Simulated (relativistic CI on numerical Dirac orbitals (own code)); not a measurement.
## Transition arrays of Er XXXI

These numbers are calculated, not measured: Dirac-Coulomb-Breit CI, separate exchange-only KLI orbitals for each configuration, a model potential for QED, valence Slater integrals scaled by 0.9, whole transition arrays (own radial code, finite nucleus).

CI space (outside the closed core [Ar] 3d10 4s2): 4p6 4d2, 4p6 4d 4f, 4p5 4d3, 4p6 4d 5p, 4p6 4d 5f. Levels of other configurations are missing.

All E1 lines from the levels of 4p6 4d2; mean and standard deviation are weighted by gf, and upper levels are sorted by their leading configuration.

```csv
Upper configuration,Lines,Σgf,Mean (eV),Mean (nm),σ (eV),Strongest line (nm)
4p6 4d 4f,57,26.6,181.05,6.848,10.98,6.376
4p5 4d3,490,180.7,201.55,6.152,18.10,5.863
4p6 4d 5p,60,8.8,402.25,3.082,6.80,3.049
4p6 4d 5f,81,28.5,547.83,2.263,5.55,2.273
```

Σgf per state of the lower configuration in bins of 0.2 nm over the central range (centre: value): 2.3: 0.63, 3.1: 0.18, 5.7: 0.83, 5.9: 1.52, 6.1: 0.46, 6.3: 0.61, 6.5: 0.07, 6.7: 0.11, 6.9: 0.15, 7.1: 0.15, 7.3: 0.24, 7.5: 0.17, 7.7: 0.09, 7.9: 0.09.

(1) How do configuration mixing and the scaling of the Slater integrals move the arrays?

Results:

(1) Slater scale 0.9, no configuration mixing: 4p6 4d 4f 177.5 ± 6.5 eV (Σgf 45.0), 4p5 4d3 192.5 ± 23.0 eV (Σgf 151.1), 4p6 4d 5p 402.4 ± 6.8 eV (Σgf 9.6), 4p6 4d 5f 547.8 ± 5.6 eV (Σgf 28.1); Slater scale 1: 4p6 4d 4f 183.8 ± 12.4 eV (Σgf 25.7), 4p5 4d3 204.8 ± 17.9 eV (Σgf 185.1), 4p6 4d 5p 402.3 ± 6.9 eV (Σgf 8.7), 4p6 4d 5f 547.9 ± 5.6 eV (Σgf 28.5); Slater scale 0.8: 4p6 4d 4f 179.4 ± 9.1 eV (Σgf 40.1), 4p5 4d3 199.6 ± 18.3 eV (Σgf 163.7), 4p6 4d 5p 402.2 ± 6.7 eV (Σgf 8.9), 4p6 4d 5f 547.8 ± 5.5 eV (Σgf 28.4). With mixing, levels are counted to their leading configuration, so an array can shrink or vanish into another, and the sums then hold other lines.
